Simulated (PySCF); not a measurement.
B2H4O, SMILES BOB.

The structure is a stationary point at B3LYP-D3(BJ)/def2-TZVP.

Two levels are set side by side: TDA-PBE/def2-SVPD (PySCF) and TDA-LC-ωPBE/def2-SVPD (PySCF). Vertical, same geometry. The lowest singlet is HOMO−1→LUMO+1 50 %, HOMO→LUMO 50 % with PBE and HOMO−1→LUMO+1 47 %, HOMO→LUMO 47 % with the other functional; states are paired by order. Differences are taken from unrounded values.

```tsv
quantity	TDA-LC-ωPBE
lowest singlet excitation (eV)	6.24
lowest triplet excitation (TDA) (eV)	5.56
first bright state (f over 0.05) (eV)	8.32
its oscillator strength	0.58
```

Task: What does TDA-PBE give, and how far is it from TDA-LC-ωPBE? (Estimate from the structure and the level; the computed values follow.)

Result: 
```tsv
quantity	TDA-PBE	TDA-PBE minus TDA-LC-ωPBE
lowest singlet excitation (eV)	5.81	-0.43
lowest triplet excitation (TDA) (eV)	5.25	-0.31
first bright state (f over 0.05) (eV)	6.49	-1.83
its oscillator strength	0.45	-0.13
```

A lower first singlet is the usual sign of a functional without exact exchange. Differences between two approximate levels are no errors against the true value.

Rough cost on one machine, each run with all the roots and properties that it gave: TDA-LC-ωPBE against TDA-PBE about 2 times.
